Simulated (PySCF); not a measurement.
## Excitation energy of Ge²⁺ by level of theory

Ge²⁺ [Ar] 3d10 4s2 (1S) → Ge²⁺ [Ar] 3d10 4s1 4p1, s spin flipped, as a difference of total energies. Calculation: PySCF 2.14, in aug-cc-pVQZ-PP with ECP10MDF (7s6p5d3f2g, 89 functions); scalar relativity through the core potential. Correlated levels: valence: 3s2 3p6 3d10 frozen. The calculations carry no spin-orbit coupling.

```tsv
method	excitation energy (eV)
UHF	8.953
LDA	9.491
PBE	9.221
PBE0	9.179
r2SCAN	9.116
HSE06	9.205
M06-2X	9.114
CAM-B3LYP	9.391
M06	9.582
MP2 (valence)	8.989
SCS-MP2 (valence)	8.996
```

Task: How much does correlation contribute at MP2 (valence)?

Result: 8.989 − (8.953) = 0.036 eV, measured against UHF.

The upper determinant mixes two multiplicities, so it lies between the two terms.
